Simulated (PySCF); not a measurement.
Isomers of C3H15NSSi3, mass 181.023 u with the commonest isotopes. Theory: PBE0/pcSseg-1 in PySCF (dipole) on a GFN2-xTB geometry, gas phase. One conformer each, none proved a minimum here; rigid rotors.

Question: Order these by rotational constant B, smallest first.
A. `[CH3:1][C@:2]([SiH3:3])([CH2:4][NH2:5])[SiH2:6][S:7][SiH3:8]` with C1–C2–C4–N5 84°, C2–C4–N5–H 161° and -79°, C1–C2–Si6–S7 173°, C2–Si6–S7–Si8 93°
B. `[CH3:1][C@@H:2]([SiH3:3])[Si@@:4]([NH2:5])([SH:6])[CH2:7][SiH3:8]` with C1–C2–Si4–N5 -63°, C2–Si4–N5–H -171° and 54°, C2–Si4–S6–H 62°, C2–Si4–C7–Si8 -53°
C. `[CH3:1][C:2]([CH3:3])([SiH2:4][NH2:5])[SiH2:6][S:7][SiH3:8]` with C1–C2–Si4–N5 59°, C2–Si4–N5–H 171° and -53°, C1–C2–Si6–S7 177°, C2–Si6–S7–Si8 -88°

Answer: C (562.1 MHz), A (608.5 MHz), B (796.1 MHz).

Question: Order these by rotational constant A, largest first.
A. `[CH3:1][C:2]([CH3:3])([SiH2:4][NH2:5])[SiH2:6][S:7][SiH3:8]` with C1–C2–Si4–N5 59°, C2–Si4–N5–H 171° and -53°, C1–C2–Si6–S7 177°, C2–Si6–S7–Si8 -88°
B. `[CH3:1][C@@H:2]([SiH3:3])[Si@@:4]([NH2:5])([SH:6])[CH2:7][SiH3:8]` with C1–C2–Si4–N5 -63°, C2–Si4–N5–H -171° and 54°, C2–Si4–S6–H 62°, C2–Si4–C7–Si8 -53°
C. `[CH3:1][C@:2]([SiH3:3])([CH2:4][NH2:5])[SiH2:6][S:7][SiH3:8]` with C1–C2–C4–N5 84°, C2–C4–N5–H 161° and -79°, C1–C2–Si6–S7 173°, C2–Si6–S7–Si8 93°

Answer: A (1605 MHz), C (1480 MHz), B (962.9 MHz).

Question: Order these by out-of-plane moment Σ m c² = (Ia + Ib − Ic)/2, largest first.
A. `[CH3:1][C@:2]([SiH3:3])([CH2:4][NH2:5])[SiH2:6][S:7][SiH3:8]` with C1–C2–C4–N5 84°, C2–C4–N5–H 161° and -79°, C1–C2–Si6–S7 173°, C2–Si6–S7–Si8 93°
B. `[CH3:1][C:2]([CH3:3])([SiH2:4][NH2:5])[SiH2:6][S:7][SiH3:8]` with C1–C2–Si4–N5 59°, C2–Si4–N5–H 171° and -53°, C1–C2–Si6–S7 177°, C2–Si6–S7–Si8 -88°
C. `[CH3:1][C@@H:2]([SiH3:3])[Si@@:4]([NH2:5])([SH:6])[CH2:7][SiH3:8]` with C1–C2–Si4–N5 -63°, C2–Si4–N5–H -171° and 54°, C2–Si4–S6–H 62°, C2–Si4–C7–Si8 -53°

Answer: C (136.65 u·Å²), A (134.52 u·Å²), B (119.46 u·Å²).

```csv
SMILES,point group,Ia (u·Å²),Ib (u·Å²),Ic (u·Å²),κ,μa (D),μb (D),μc (D)
C[C@@H]([SiH3])[Si@@](N)(S)C[SiH3],C1,524.84,634.79,886.33,0.15,0.50,0.28,0.71
CC(C)([SiH2]N)[SiH2]S[SiH3],C1,314.89,899.15,975.12,-0.92,1.76,1.59,0.21
C[C@]([SiH3])(CN)[SiH2]S[SiH3],C1,341.51,830.49,902.96,-0.89,2.33,0.35,0.45
```
